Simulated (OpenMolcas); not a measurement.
**Ni6+: effect of the active space**

```
Program             : OpenMolcas
Method              : SS-CASPT2 or its RAS form, IPEA 0.25 Eh, imaginary shift 0.1 Eh
Basis               : ANO-RCC-VTZP
Scalar Hamiltonian  : DKH2, point nucleus
Spin-orbit coupling : state interaction with AMFI integrals over the reference wave functions, term energies averaged over their components
```

A. 4 electrons in 5 orbitals (3d); 2S+1 = 5 even, 5 roots; 2S+1 = 3 even, 45 roots; 2S+1 = 1 even, 50 roots; closed shells correlated: 3s 3p; CASPT2 step about 18 core-seconds
B. 10 electrons in 8 orbitals (RAS1 3p, at most 2 holes; RAS2 3d); 2S+1 = 5 even, 5 roots; 2S+1 = 3 even, 45 roots; 2S+1 = 1 even, 44 roots; closed shells correlated: 3s; CASPT2 step about 80 core-seconds
C. 4 electrons in 10 orbitals (3d 4d); 2S+1 = 5 even, 5 roots; 2S+1 = 3 even, 45 roots; 2S+1 = 1 even, 44 roots; closed shells correlated: 3s 3p; CASPT2 step about 16 core-minutes

Energies in cm-1 above 3d4 5D0, the measured ground level; measured values from Corliss and Sugar, J. Phys. Chem. Ref. Data 10, 197 (1981).

| Level | A | B | C | Measured |
| --- | --- | --- | --- | --- |
| 3d4 5D0 | 0.0 | 0.0 | 0.0 | 0.0 |
| 3d4 5D1 | 294 | 300 | 295 | 279 |
| 3d4 5D2 | 850 | 866 | 854 | 804 |
| 3d4 5D3 | 1624 | 1654 | 1634 | 1520 |
| 3d4 5D4 | 2580 | 2620 | 2600 | 2392 |
| 3d4 3P0(1) | 30570 | 30860 | 30730 | 30077 |
| 3d4 3H4 | 32260 | 32260 | 32310 | 31672 |
| 3d4 3P1(1) | 32310 | 32640 | 32470 | 31836 |
| 3d4 3H5 | 32930 | 32940 | 33010 | 32286 |
| 3d4 3H6 | 33630 | 33640 | 33740 | 32877 |
| 3d4 3F2(1) | 34870 | 35180 | 35010 | 34247 |
| 3d4 3F3(1) | 34970 | 35280 | 35110 | 34317 |
| 3d4 3P2(1) | 35080 | 35480 | 35260 | 34555 |
| 3d4 3F4(1) | 35280 | 35640 | 35440 | 34576 |
| 3d4 3G3 | 38960 | 39240 | 39010 | 38160 |
| 3d4 3G4 | 39640 | 39930 | 39710 | 38746 |
| 3d4 3G5 | 40190 | 40460 | 40290 | 39247 |
| 3d4 3D3 | 47780 | 48320 | 47860 |  |
| 3d4 3D2 | 48010 | 48550 | 48090 |  |
| 3d4 3D1 | 48290 | 48830 | 48340 |  |
| 3d4 1G4(1) | 48660 | 48990 | 48850 |  |
| 3d4 1I6 | 49170 | 48930 | 49320 |  |
| 3d4 1F3 | 68690 | 68810 | 68790 |  |
| 3d4 3P2(2) | 80130 | 80200 | 80170 |  |

Deviations, from unrounded energies. A percentage is the sum of absolute deviations over the sum of measured energies, with the sign that they share, or ± where signs differ.

```csv
Against measurement,Levels,A,B,C
mean absolute deviation (cm-1),16,530,710,620
fine structure of the ground term (%),4,+7.0,+8.9,+7.7
other terms of the ground configuration (%),12,+2.0,+2.7,+2.3
```

A lies closest to measurement on these levels and B furthest from it. The largest miss of A in the table is 3d4 3G5, by +950 cm-1. The ranking rests on the paired levels alone, and a cruder setting can come out closer through cancelling errors.

The spin-orbit steps hold different terms of 3d4 (B lacks a 1D, a 1S; C lacks a 1D, a 1S), which shifts levels as well.

Among A to C the level of the table that moves most is 3d4 3D3, by 540 cm-1 (lowest in A, highest in B). Moves below CASPT2's spread within the term are not significant.

CASPT2 breaks the degeneracy within a term, and the mean is taken; among the terms shown or strongly mixed into the levels shown the widest spread is 350 cm-1 (3d4 1I, A). The CASPT2 spread within a term exceeds the gap to the next term for 3d4 3D and 3d4 1G(1), so the order of their levels is uncertain (figures for A; the like holds for B). Active for correlation alone: 3p; no level in the range computed is led by a configuration that opens it, so any true level of that kind is missing (holds for B). Active for correlation alone: 4d; no level in the range computed is led by a configuration that fills it, so any true level of that kind is missing (holds for C). Measured partners are found by configuration, term and J. A level has none where our copy of the source lacks it or the pairing is in doubt (some pairs that miss far off the trend of their configuration count as doubtful), and it then counts in no deviation. Only configurations of the active space appear. Levels that lie high or do not pair safely by name in every column are left out.

A number in round brackets counts repeated terms of one configuration in the order of the reference energies.
